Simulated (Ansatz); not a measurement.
C$_{3}$H$_{9}$OSi (SMILES CO[Si](C)C), doublet, geometry from GFN2-xTB; PBE/def2-SVP in Ansatz (a first-principles code).

Here is a job for Ansatz.
Ansatz 0.2 input:
```yaml
crystal:
  periodic: [false, false, false]
  atoms:
    - {symbol: C, position_ang: [1.90452480, -0.70742963, 0.64244582]}
    - {symbol: O, position_ang: [1.20840243, -0.12648447, -0.42931285]}
    - {symbol: Si, position_ang: [-0.36583798, 0.29422034, -0.54235485]}
    - {symbol: C, position_ang: [-0.83913476, 1.63795260, 0.73014405]}
    - {symbol: C, position_ang: [-1.52376810, -1.21199279, -0.34399243]}
    - {symbol: H, position_ang: [1.48460471, -1.68420376, 0.89482328]}
    - {symbol: H, position_ang: [1.86586362, -0.06496564, 1.52554104]}
    - {symbol: H, position_ang: [2.94303746, -0.83234589, 0.33546628]}
    - {symbol: H, position_ang: [-1.84761689, 2.00357650, 0.56766526]}
    - {symbol: H, position_ang: [-0.79341441, 1.24124988, 1.74503572]}
    - {symbol: H, position_ang: [-0.16576344, 2.48882457, 0.67896605]}
    - {symbol: H, position_ang: [-1.47564350, -1.60389767, 0.67265625]}
    - {symbol: H, position_ang: [-1.24891015, -2.01669610, -1.02001637]}
    - {symbol: H, position_ang: [-2.55737663, -0.94993177, -0.54425128]}
basis:
  gaussian:
    orbitals: def2-SVP
    symmetry_tolerance_ang: 0.01
hamiltonian:
  xc: pbe
magnetization: {spin_polarized: true, initial_magnetization: 1}
```

It wrote (shortened):

```
Functional definition: PBE
1335 factors; their error is unknown
mean field evaluation 1: about -13147.2878 eV, gradient 6.1e1 eV
mean field evaluation 2: about -13117.9505 eV, gradient 9.6e1 eV
mean field evaluation 4: about -13164.6600 eV, gradient 6.9e0 eV
mean field evaluation 8: about -13164.8629 eV, gradient 1.3e-1 eV
mean field evaluation 16: about -13164.7954 eV, gradient 4.3e-4 eV
mean field -13164.79544637 eV, -483.7973092353 hartree, gradient 2.4e-5 eV, S^2 0.751314; 0 other end points of the search recorded, 0 dependent functions left out
reference -13164.79548426 eV, -483.7973106278 hartree; 25, 24 occupied and 94, 95 virtual orbitals, 1335 factors
Total energy: -13164.79548426 eV, -483.7973106278 hartree
```
